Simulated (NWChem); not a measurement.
The numbers come from NWChem runs, not from measurements. System: Se, charge 0, spin multiplicity 3. Its SCF solution wasn't tested for a lower state. Level: UB3LYP/def2-TZVP, VWN1-RPA local correlation.

Job file:

```
start mol
memory heap 200 mb stack 900 mb global 1100 mb
geometry units angstroms nocenter noautoz
  Se     0.000000     0.000000     0.000000
  symmetry group D2h
end
basis spherical
  * library def2-tzvp
end
dft
  xc b3lyp
  odft
  mult 3
  semidirect memsize 60000000 filesize 0
  iterations 100
end
task dft energy
```

NWChem printed:

```
             Northwest Computational Chemistry Package (NWChem) 7.3.0
             --------------------------------------------------------

                                NWChem Input Module
                                -------------------

 Scaling coordinates for geometry "geometry" by  1.889725989
 (inverse scale =  0.529177249)

                             Geometry "geometry" -> ""
                             -------------------------

 Output coordinates in angstroms (scale by  1.889725989 to convert to a.u.)

  No.       Tag          Charge          X              Y              Z
 ---- ---------------- ---------- -------------- -------------- --------------
    1 Se                  34.0000     0.00000000     0.00000000     0.00000000

 Effective nuclear repulsion energy (a.u.)       0.0000000000

            Nuclear Dipole moment (a.u.)
            ----------------------------
        X                 Y               Z
 ---------------- ---------------- ----------------
     0.0000000000     0.0000000000     0.0000000000

      Symmetry information
      --------------------

 Group name             D2h
 Group number             26
 Group order               8
 No. of unique centers     1

      Symmetry unique atoms

     1


 Summary of "ao basis" -> "" (spherical)
 ------------------------------------------------------------------------------
       Tag                 Description            Shells   Functions and Types
 ---------------- ------------------------------  ------  ---------------------
 *                         def2-tzvp                  on all atoms

                                 NWChem DFT Module
                                 -----------------

 Summary of "ao basis" -> "ao basis" (spherical)
 ------------------------------------------------------------------------------
       Tag                 Description            Shells   Functions and Types
 ---------------- ------------------------------  ------  ---------------------
 Se                        def2-tzvp                16       48   6s5p4d1f

 Summary of "ao basis" -> "ao basis" (spherical)
 ------------------------------------------------------------------------------
       Tag                 Description            Shells   Functions and Types
 ---------------- ------------------------------  ------  ---------------------
 Se                        def2-tzvp                16       48   6s5p4d1f

      Symmetry analysis of basis
      --------------------------

        ag         14
        au          1
        b1g         4
        b1u         7
        b2g         4
        b2u         7
        b3g         4
        b3u         7

            General Information
            -------------------
          SCF calculation type: DFT
          Wavefunction type:  spin polarized.
          No. of atoms     :     1
          No. of electrons :    34
           Alpha electrons :    18
            Beta electrons :    16
          Charge           :     0
          Spin multiplicity:     3
          Use of symmetry is: on ; symmetry adaption is: on
          Maximum number of iterations: 100
          AO basis - number of functions:    48
                     number of shells:    16
          Convergence on energy requested:  1.00D-06
          Convergence on density requested:  1.00D-05
          Convergence on gradient requested:  5.00D-04

              XC Information
              --------------
                         B3LYP Method XC Potential
                     Hartree-Fock (Exact) Exchange  0.200
                        Slater Exchange Functional  0.800 local
                    Becke 1988 Exchange Functional  0.720 non-local
              Lee-Yang-Parr Correlation Functional  0.810
                  VWN I RPA Correlation Functional  0.190 local

             Grid Information
             ----------------
          Grid used for XC integration:  medium
          Radial quadrature: Mura-Knowles
          Angular quadrature: Lebedev.
          Tag              B.-S. Rad. Rad. Pts. Rad. Cut. Ang. Pts.
          ---              ---------- --------- --------- ---------
          Se                  1.15      112           6.0       590
          Grid pruning is: on
          Number of quadrature shells:   112
          Spatial weights used:  Erf1

          Convergence Information
          -----------------------
          Convergence aids based upon iterative change in
          total energy or number of iterations.
          Levelshifting, if invoked, occurs when the
          HOMO/LUMO gap drops below (HL_TOL):  1.00D-02
          DIIS, if invoked, will attempt to extrapolate
          using up to (NFOCK): 10 stored Fock matrices.

                    Damping( 0%)  Levelshifting(0.5)       DIIS
                  --------------- ------------------- ---------------
          dE  on:    start            ASAP                start
          dE off:    2 iters        100 iters           100 iters

      Screening Tolerance Information
      -------------------------------
          Density screening/tol_rho:  1.00D-10
          AO Gaussian exp screening on grid/accAOfunc:  14
          CD Gaussian exp screening on grid/accCDfunc:  20
          XC Gaussian exp screening on grid/accXCfunc:  20
          Schwarz screening/accCoul:  1.00D-08

      Superposition of Atomic Density Guess
      -------------------------------------

 Sum of atomic energies:       -2399.80652657

      Non-variational initial energy
      ------------------------------

 Total energy =   -2399.543188
 1-e energy   =   -3343.307133
[...]
    11 ag         12 b2g        13 b3g        14 ag         15 ag
    16 b2u        17 b3u        18 b1u        19 b3u        20 b2u
    21 b1u        22 b3g        23 b2g        24 ag         25 b1g
    26 ag         27 ag         28 b2g

------------------------------------------------------------
EAF file 0: "./mol.aoints.0" size=524288 bytes
------------------------------------------------------------
               write      read    awrite     aread      wait
               -----      ----    ------     -----      ----
     calls:        1         0         0         0         0
   data(b): 5.24e+05  0.00e+00  0.00e+00  0.00e+00
   time(s): 0.00e+00  0.00e+00  0.00e+00  0.00e+00  0.00e+00
rate(mb/s): 0.00e+00  0.00e+00
------------------------------------------------------------

 !! scf_movecs_sym_adapt:    4 vectors were symmetry contaminated

  Symmetry fudging

 !! scf_movecs_sym_adapt:    2 vectors were symmetry contaminated

 !! scf_movecs_sym_adapt:    2 vectors were symmetry contaminated

  Symmetry fudging

 !! scf_movecs_sym_adapt:    2 vectors were symmetry contaminated

   convergence    iter        energy       DeltaE   RMS-Dens  Diis-err    time
 ---------------- ----- ----------------- --------- --------- ---------  ------
 d= 0,ls=0.0,diis     1  -2401.5075778715 -2.40D+03  5.18D-03  1.10D-01     1.2
                                                     3.37D-03  9.26D-02
 d= 0,ls=0.0,diis     2  -2401.5240870046 -1.65D-02  1.58D-03  4.22D-03     1.2
                                                     1.77D-03  4.72D-03
 d= 0,ls=0.0,diis     3  -2401.5255704649 -1.48D-03  3.69D-04  2.00D-04     1.2
                                                     2.66D-04  1.27D-04
 d= 0,ls=0.0,diis     4  -2401.5256471012 -7.66D-05  3.64D-05  4.18D-06     1.2
                                                     4.97D-05  3.25D-06
 d= 0,ls=0.0,diis     5  -2401.5256481764 -1.08D-06  1.64D-05  1.07D-06     1.3
                                                     6.51D-06  1.05D-06
 d= 0,ls=0.0,diis     6  -2401.5256484225 -2.46D-07  5.50D-07  1.38D-09     1.3
                                                     8.82D-07  1.66D-09

         Total DFT energy =    -2401.525648422507
      One electron energy =    -3342.499621165170
           Coulomb energy =     1028.122640252427
    Exchange-Corr. energy =      -87.148667509764
 Nuclear repulsion energy =        0.000000000000

 Numeric. integr. density =       33.999999989018

     Total iterative time =      0.6s

                  Occupations of the irreducible representations
                  ----------------------------------------------

                     irrep           alpha         beta
                     --------     --------     --------
                     ag                6.0          6.0
                     au                0.0          0.0
                     b1g               1.0          1.0
                     b1u               3.0          2.0
                     b2g               1.0          1.0
                     b2u               3.0          3.0
                     b3g               1.0          1.0
                     b3u               3.0          2.0

                    DFT Final Alpha Molecular Orbital Analysis
                    ------------------------------------------

 Vector   16  Occ=1.000000D+00  E=-3.103985D-01  Symmetry=b3u
              MO Center=  1.8D-18,  1.2D-31,  6.6D-32, r^2= 1.7D+00
   Bfn.  Coefficient  Atom+Function         Bfn.  Coefficient  Atom+Function
  ----- ------------  ---------------      ----- ------------  ---------------
    16      0.548117  1 Se px                10     -0.347840  1 Se px
    13      0.315132  1 Se px                19      0.306830  1 Se px
     7      0.105859  1 Se px

 Vector   17  Occ=1.000000D+00  E=-3.103985D-01  Symmetry=b1u
              MO Center=  1.9D-31, -4.3D-29, -9.4D-17, r^2= 1.7D+00
   Bfn.  Coefficient  Atom+Function         Bfn.  Coefficient  Atom+Function
  ----- ------------  ---------------      ----- ------------  ---------------
    18      0.548117  1 Se pz                12     -0.347840  1 Se pz
    15      0.315132  1 Se pz                21      0.306830  1 Se pz
     9      0.105859  1 Se pz

 Vector   18  Occ=1.000000D+00  E=-2.682200D-01  Symmetry=b2u
              MO Center= -7.8D-16, -1.9D-15, -1.9D-15, r^2= 1.8D+00
   Bfn.  Coefficient  Atom+Function         Bfn.  Coefficient  Atom+Function
  ----- ------------  ---------------      ----- ------------  ---------------
    17      0.512116  1 Se py                20      0.350179  1 Se py
    11     -0.340777  1 Se py                14      0.313560  1 Se py
     8      0.103633  1 Se py

 Vector   19  Occ=0.000000D+00  E= 2.001881D-01  Symmetry=b1u
              MO Center= -1.3D-30, -9.6D-30, -1.2D-19, r^2= 5.1D+00
   Bfn.  Coefficient  Atom+Function         Bfn.  Coefficient  Atom+Function
  ----- ------------  ---------------      ----- ------------  ---------------
    21      1.467036  1 Se pz                18     -1.182591  1 Se pz
    12      0.218686  1 Se pz                15     -0.078447  1 Se pz
     9     -0.066525  1 Se pz

 Vector   20  Occ=0.000000D+00  E= 2.001881D-01  Symmetry=b3u
              MO Center= -1.7D-19,  4.0D-30, -1.1D-30, r^2= 5.1D+00
   Bfn.  Coefficient  Atom+Function         Bfn.  Coefficient  Atom+Function
  ----- ------------  ---------------      ----- ------------  ---------------
    19      1.467036  1 Se px                16     -1.182591  1 Se px
    10      0.218686  1 Se px                13     -0.078446  1 Se px
     7     -0.066525  1 Se px

 Vector   21  Occ=0.000000D+00  E= 2.165901D-01  Symmetry=b2u
              MO Center=  6.3D-15,  9.4D-17,  5.6D-14, r^2= 5.0D+00
   Bfn.  Coefficient  Atom+Function         Bfn.  Coefficient  Atom+Function
  ----- ------------  ---------------      ----- ------------  ---------------
    20      1.464016  1 Se py                17     -1.215676  1 Se py
    11      0.223443  1 Se py                14     -0.071699  1 Se py
     8     -0.068089  1 Se py

                     DFT Final Beta Molecular Orbital Analysis
                     -----------------------------------------

 Vector   14  Occ=1.000000D+00  E=-2.132306D+00  Symmetry=ag
              MO Center= -3.8D-18,  2.2D-17,  4.6D-18, r^2= 1.4D-01
   Bfn.  Coefficient  Atom+Function         Bfn.  Coefficient  Atom+Function
  ----- ------------  ---------------      ----- ------------  ---------------
    26      0.785637  1 Se d  2              24      0.453588  1 Se d  0
    31      0.157110  1 Se d  2              29      0.090707  1 Se d  0

 Vector   15  Occ=1.000000D+00  E=-6.234508D-01  Symmetry=ag
              MO Center= -7.6D-18,  5.9D-17, -5.7D-16, r^2= 1.1D+00
   Bfn.  Coefficient  Atom+Function         Bfn.  Coefficient  Atom+Function
  ----- ------------  ---------------      ----- ------------  ---------------
     5      0.710534  1 Se s                  6      0.526472  1 Se s
     4     -0.387367  1 Se s                  3     -0.297473  1 Se s
     2      0.133680  1 Se s                  1     -0.042254  1 Se s

 Vector   16  Occ=1.000000D+00  E=-2.455302D-01  Symmetry=b2u
              MO Center= -2.6D-16, -2.7D-15, -4.2D-15, r^2= 1.8D+00
   Bfn.  Coefficient  Atom+Function         Bfn.  Coefficient  Atom+Function
  ----- ------------  ---------------      ----- ------------  ---------------
    17      0.485015  1 Se py                20      0.381698  1 Se py
    11     -0.335973  1 Se py                14      0.313207  1 Se py
     8      0.102124  1 Se py

 Vector   17  Occ=0.000000D+00  E=-1.741013D-01  Symmetry=b3u
              MO Center=  6.6D-18, -2.6D-30,  5.9D-31, r^2= 1.9D+00
   Bfn.  Coefficient  Atom+Function         Bfn.  Coefficient  Atom+Function
  ----- ------------  ---------------      ----- ------------  ---------------
    16      0.449572  1 Se px                19      0.427656  1 Se px
    10     -0.327067  1 Se px                13      0.305469  1 Se px
     7      0.099505  1 Se px

 Vector   18  Occ=0.000000D+00  E=-1.741013D-01  Symmetry=b1u
              MO Center=  5.8D-32, -5.9D-29,  5.7D-16, r^2= 1.9D+00
   Bfn.  Coefficient  Atom+Function         Bfn.  Coefficient  Atom+Function
  ----- ------------  ---------------      ----- ------------  ---------------
    18      0.449572  1 Se pz                21      0.427656  1 Se pz
    12     -0.327067  1 Se pz                15      0.305469  1 Se pz
     9      0.099505  1 Se pz

 Vector   19  Occ=0.000000D+00  E= 2.221508D-01  Symmetry=b2u
              MO Center= -4.8D-15,  9.1D-17,  5.6D-15, r^2= 4.9D+00
   Bfn.  Coefficient  Atom+Function         Bfn.  Coefficient  Atom+Function
  ----- ------------  ---------------      ----- ------------  ---------------
    20      1.459426  1 Se py                17     -1.234817  1 Se py
    11      0.228123  1 Se py                14     -0.070756  1 Se py
     8     -0.069568  1 Se py

   alpha - beta orbital overlaps
   -----------------------------

   alpha      1      2      3      4      5      6      7      8      9     10
    beta      1      2      3      4      5      6      7      8      9     10
 overlap   1.000  1.000  1.000  1.000  1.000  1.000  1.000  1.000  1.000  1.000

   alpha     11     12     13     14     15     16     17     18     19     20
    beta     11     12     13     14     15     17     18     16     20     21
 overlap   1.000  1.000  1.000  1.000  0.999  0.996  0.996  1.000  0.996  0.996

   alpha     21     22     23     24     25     26     27     28     29     30
    beta     19     26     25     22     23     24     27     32     31     28
 overlap   1.000  0.999  0.999  1.000  1.000  0.995  0.996  0.999  0.999  1.000

   alpha     31     32     33     34     35     36     37     38     39     40
    beta     29     30     38     39     33     34     35     36     37     40
 overlap   1.000  1.000  1.000  1.000  1.000  1.000  0.996  0.996  0.999  0.996

   alpha     41     42     43     44     45     46     47     48
    beta     41     42     44     43     45     46     47     48
 overlap   0.996  0.999  1.000  1.000  1.000  1.000  1.000  1.000

     --------------------------
     Expectation value of S2:
     --------------------------
      <S2> =      2.0026 (Exact =     2.0000)

 Task  times  cpu:        1.3s     wall:        1.3s

 Total times  cpu:        1.3s     wall:        1.3s
```
